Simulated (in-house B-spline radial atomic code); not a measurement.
How numerical settings move a run on neutral fluorine, [He] 2s2 2p5. Computed with a B-spline radial code for spherical atoms: Dirac-Kohn-Sham BLYP, spherical fractional occupations, Fermi nucleus of rms radius 2.8976 fm.

Command:
```bash
python run_scf.py task.json out
```
Settings of the sound reference run:
```
Z                9
electrons        9
configuration    [He] 2s2 2p5
hamiltonian      dirac
method           b88,lyp
spin_polarised   False
nucleus          fermi
rms_radius       2.8976
mass_number      19
atomic_mass      18.9984
speed_of_light   137.036
knot_spacing     0.22
spline_order     8
gauss_points     12
box_radius       50
max_iterations   70
damping          0.5
damped_steps     3
diis_vectors     10
tolerance        1e-08
start            Thomas-Fermi
```

Run time, properties included: 1.2 s on 1 thread of Arm Neoverse V1 (shared host).

It converges in 10 iterations to -99.836933 hartree, with 2p3/2 at -11.0986 eV. The other runs change the listed settings, some to values that make no sense; their results aren't properties of the atom or ion. Radii are in bohr (the nuclear one in fm), a minus after a letter asks for a j subshell, and «unchanged» means within 1e-8 hartree. The run stops when the residual is below 10 × tolerance × max(1, Z/10), or a noise floor if that is larger, and the energy moves by less than 1e-8 × √|E| hartree; so very loose and very tight tolerances often act alike.

| changed settings | outcome |
| --- | --- |
| gauss_points = 3, first_knot = 0.00111, max_iterations = 75 | converged in 8 iterations, energy -3.55e+04 hartree from the reference, 2p3/2 level +3.5e+00 eV |
| spline_order = 4 | converged in 9 iterations, energy +1.82e-05 hartree from the reference, 2p3/2 level -1.9e-05 eV |
| knot_spacing = 0.75, spline_order = 4, max_iterations = 60, tolerance = 0.01 | converged in 8 iterations, energy +8.88e-02 hartree from the reference, 2p3/2 level -1.3e-01 eV |
| first_knot = 0.333 | converged in 9 iterations, energy +1.47e-01 hartree from the reference, 2p3/2 level +2.4e-01 eV |
| spline_order = 10, max_iterations = 5, damped_steps = 0, start = bare nucleus | not converged after 5 iterations, last residual 2.2e-03, last energy +7.50e-05 hartree from the reference |
| box_radius = 10, first_knot = 1.11e-05, max_iterations = 50, damped_steps = 8 | converged in 13 iterations, energy +4.77e-07 hartree from the reference, 2p3/2 level +8.7e-05 eV (the program warns: 2p3/2 reaches the box edge; 2p1/2 reaches the box edge) |
| max_iterations = 8 | not converged after 8 iterations, last residual 4.8e-07, last energy -2.70e-11 hartree from the reference |
| spline_order = 6 | converged in 10 iterations, energy +3.63e-08 hartree from the reference |
| spline_order = 5 | converged in 10 iterations, energy +4.29e-07 hartree from the reference, 2p3/2 level -7.8e-07 eV |
| knot_spacing = 0.15, max_iterations = 60, tolerance = 1e-06, start = bare nucleus | converged in 9 iterations, energy -2.87e-08 hartree from the reference, 2p3/2 level -1.3e-05 eV |
| spline_order = 7 | converged in 10 iterations, energy -1.16e-08 hartree from the reference |
| spline_order = 3 | converged in 8 iterations, energy +1.47e-03 hartree from the reference, 2p3/2 level -1.3e-03 eV |
| max_iterations = 3 | not converged after 3 iterations, last residual 3.3e-03, last energy +4.94e-04 hartree from the reference |
| first_knot = 1.11e-05 | converged in 10 iterations, energy unchanged |
| max_iterations = 2 | not converged after 2 iterations, last residual 1.5e-01, last energy +7.69e-01 hartree from the reference |
| electrons = 10, configuration = [He] 2s2 2p5 1f1, max_iterations = 100 | stopped with error: there is no 1f shell |

Task: What happens with first_knot = 0.0333?

Result: Converged in 9 iterations, energy +8.91e-04 hartree from the reference, 2p3/2 level +2.9e-04 eV.

Task: What happens with spline_order = 10?

Result: Converged in 10 iterations, energy -1.47e-08 hartree from the reference.

Task: What happens with max_iterations = 5?

Result: Not converged after 5 iterations, last residual 4.9e-04, last energy +8.65e-06 hartree from the reference.

Task: What happens with electrons = 10, configuration = [He] 2s2 2p5 3s-1, max_iterations = 75?

Result: Stopped with error: j subshells need the Dirac Hamiltonian and l > 0.
